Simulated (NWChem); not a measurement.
The numbers come from NWChem runs, not from measurements. System: isocyanic acid (CHNO), charge 0, spin multiplicity 1, at a geometry optimised with PBE0/def2-SVP. Level: RI-MP2/cc-pVTZ, 3 core orbitals frozen.

Job file:

```
start mol
memory heap 200 mb stack 800 mb global 1000 mb
geometry units angstroms nocenter noautoz
  N      1.160035    -0.073177     0.000000
  C     -0.046793     0.019492     0.000000
  O     -1.210432    -0.034097     0.000000
  H      1.843970     0.668061     0.000000
  symmetry group Cs
end
basis spherical
  * library cc-pvtz
end
basis "ri-mp2 basis" spherical
  * library cc-pvtz-ri
end
scf
  rhf
  nopen 0
  maxiter 100
  thresh 1e-7
  semidirect memsize 60000000 filesize 0
end
mp2
  freeze core 3
end
task rimp2 energy
```

Output (cleaned and shortened):

```
             Northwest Computational Chemistry Package (NWChem) 7.3.0
             --------------------------------------------------------

                                NWChem Input Module
                                -------------------

 Scaling coordinates for geometry "geometry" by  1.889725989
 (inverse scale =  0.529177249)

 Turning off AUTOSYM since
 SYMMETRY directive was detected!

                             Geometry "geometry" -> ""
                             -------------------------

 Output coordinates in angstroms (scale by  1.889725989 to convert to a.u.)

  No.       Tag          Charge          X              Y              Z
 ---- ---------------- ---------- -------------- -------------- --------------
    1 N                    7.0000     1.16003500    -0.07317700     0.00000000
    2 C                    6.0000    -0.04679300     0.01949200     0.00000000
    3 O                    8.0000    -1.21043200    -0.03409700     0.00000000
    4 H                    1.0000     1.84397000     0.66806100     0.00000000

 Effective nuclear repulsion energy (a.u.)      59.2793257738

            Nuclear Dipole moment (a.u.)
            ----------------------------
        X                 Y               Z
 ---------------- ---------------- ----------------
     0.0000018897    -0.0000037795     0.0000000000

      Symmetry information
      --------------------

 Group name             Cs
 Group number              2
 Group order               2
 No. of unique centers     4

      Symmetry unique atoms

     1    2    3    4


 Summary of "ao basis" -> "" (spherical)
 ------------------------------------------------------------------------------
       Tag                 Description            Shells   Functions and Types
 ---------------- ------------------------------  ------  ---------------------
 *                          cc-pvtz                   on all atoms

 Summary of "ri-mp2 basis" -> "" (spherical)
 ------------------------------------------------------------------------------
       Tag                 Description            Shells   Functions and Types
[...]
       Tag                 Description            Shells   Functions and Types
 ---------------- ------------------------------  ------  ---------------------
 N                         cc-pvtz-ri               23       81   8s6p5d3f1g
 C                         cc-pvtz-ri               23       81   8s6p5d3f1g
 O                         cc-pvtz-ri               23       81   8s6p5d3f1g
 H                         cc-pvtz-ri               10       30   4s3p2d1f

 SCF Reference Information:
            File: './mol.movecs'
           Title: ''
    Size (AOxMO):    104 x    104
       Total Occ:              22.00
 RI-MP2 Calculation Information:
          Nr. of AO basis functions:        104
     Nr. of fitting basis functions:        273
               Nr. of MO spin cases:          1
        Nr. of MOs to be correlated:        101
     Nr. of occupied MOs correlated:          8
      Nr. of virtual MOs correlated:         93

          RI integral approximation: 'V'
    Threshold for Schwarz screening:  1.000E-09
 Smallest eigenvalue retained in fit  1.000E-08
    Type of storage for MO integrals 'EAF library'

 Transformation block size    8, requiring     1 integral passes.
 XForm_3cInts: Completed     1:    8 pass.
 Energy evaluation using block sizes     8    8
 RIMP2_V_E2: Approx. ints. done (    1:    8,    1:    8)
 RIMP2_V_E2: Copy to B done (    1:    8,    1:    8)
 RIMP2_V_E2: Denominators done (    1:    8,    1:    8)
 RIMP2_V_E2: Completed block (    1:    8,    1:    8)

          -------------------------------------------
          SCF energy                -167.828790174623
          Correlation energy          -0.577733135158
          Total MP2 energy          -168.406523309781
          -------------------------------------------

 -----------------------
 Performance information
 -----------------------

 Timer overhead =  2.30D-07 seconds/call

               Nr. of calls         CPU time (s)                 Wall time (s)                GFlops
             ---------------    -------------------     ------------------------------   -------------------
Name         Min   Avg   Max    Min     Avg     Max     Min     Avg     Max   Mx/calls   Min     Max     Sum
Overall       1     1     1    3.6     3.6     3.6      3.6     3.6     3.6     3.6      0.0     0.0     0.0
3c integr     1     1     1   0.63    0.63    0.63     0.63    0.63    0.63    0.63      0.0     0.0     0.0
Energy        1     1     1   0.11    0.11    0.11     0.11    0.11    0.11    0.11      0.0     0.0     0.0
3c integr     1     1     1   0.61    0.61    0.61     0.61    0.61    0.61    0.61      0.0     0.0     0.0
First 2/3     3     3     3   6.20E-3 6.20E-3 6.20E-3  6.20E-3 6.20E-3 6.20E-3 2.07E-3   0.0     0.0     0.0
Final 1/3     1     1     1   6.40E-3 6.40E-3 6.40E-3  6.40E-3 6.40E-3 6.40E-3 6.40E-3   0.0     0.0     0.0
Write 3c      1     1     1   8.27E-4 8.27E-4 8.27E-4  8.28E-4 8.28E-4 8.28E-4 8.28E-4   0.0     0.0     0.0
Read 3c i     1     1     1   4.77E-4 4.77E-4 4.77E-4  4.78E-4 4.78E-4 4.78E-4 4.78E-4   0.0     0.0     0.0
Fitting b     1     1     1   5.24E-2 5.24E-2 5.24E-2  5.24E-2 5.24E-2 5.24E-2 5.24E-2   0.0     0.0     0.0
Schwarz i     1     1     1   1.89E-2 1.89E-2 1.89E-2  1.89E-2 1.89E-2 1.89E-2 1.89E-2   0.0     0.0     0.0
Form 4ci      1     1     1   1.45E-2 1.45E-2 1.45E-2  1.45E-2 1.45E-2 1.45E-2 1.45E-2   0.0     0.0     0.0
Form A &      1     1     1   9.10E-2 9.10E-2 9.10E-2  9.10E-2 9.10E-2 9.10E-2 9.10E-2   0.0     0.0     0.0
Denominat     1     1     1   6.63E-4 6.63E-4 6.63E-4  6.64E-4 6.64E-4 6.64E-4 6.64E-4   0.0     0.0     0.0
Pair Ener     1     1     1   1.82E-3 1.82E-3 1.82E-3  1.82E-3 1.82E-3 1.82E-3 1.82E-3   0.0     0.0     0.0

 The average no. of pstat calls per process was 1.60D+01
 with a timing overhead of 3.68D-06s

 Task  times  cpu:        3.6s     wall:        3.6s

 Total times  cpu:        3.6s     wall:        3.6s
```
